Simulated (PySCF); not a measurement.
## Energy of Tc(2+) (technetium, charge +2) between two integer charges

The 4d alpha orbital of [Kr] 4d5 is emptied in steps (occupation f), with all orbitals relaxed, ending at [Kr] 4d4. All numbers are calculated (PySCF 2.14, a scalar-relativistic core potential, in def2-TZVP with the def2 core potential (28 electrons)). The exact energy is a straight line in f; departures are measured from the line between the end points of the same method.

```
  f  PBE0 (eV)  r2SCAN (eV)  LC-wPBE (eV)
  1      0.000        0.000         0.000
0.9     -0.397       -0.527        -0.135
0.7     -0.929       -1.232        -0.317
0.5     -1.109       -1.469        -0.380
0.3     -0.934       -1.236        -0.321
0.1     -0.401       -0.530        -0.138
  0      0.000        0.000         0.000
```

Problem. For r2SCAN, how does the orbital energy at f = 1 compare with the removal energy?

Solution. −ε = 24.108 eV against a total-energy difference of 29.953 eV. By Janak's theorem ε = ∂E/∂f, so the gap between them reflects the curvature. Along the path −ε is 25.264 (f = 0.9), 27.594 (f = 0.7), 29.943 (f = 0.5), 32.302 (f = 0.3), 34.661 (f = 0.1) eV.

| method | E(f=0) − E(f=1) (eV) | −ε at f=1 (eV) | −ε at f=0.5 (eV) |
| --- | --- | --- | --- |
| PBE0 | 29.914 | 25.514 | 29.898 |
| r2SCAN | 29.953 | 24.108 | 29.943 |
| LC-wPBE | 29.768 | 28.272 | 29.756 |

Reference removal energy between the ground levels: 29.55 eV (semi-empirical (NIST evaluation); NIST Atomic Spectra Database, ionization energies). The calculation has no spin-orbit coupling. The determinant left behind need not be the lowest term of the ion.
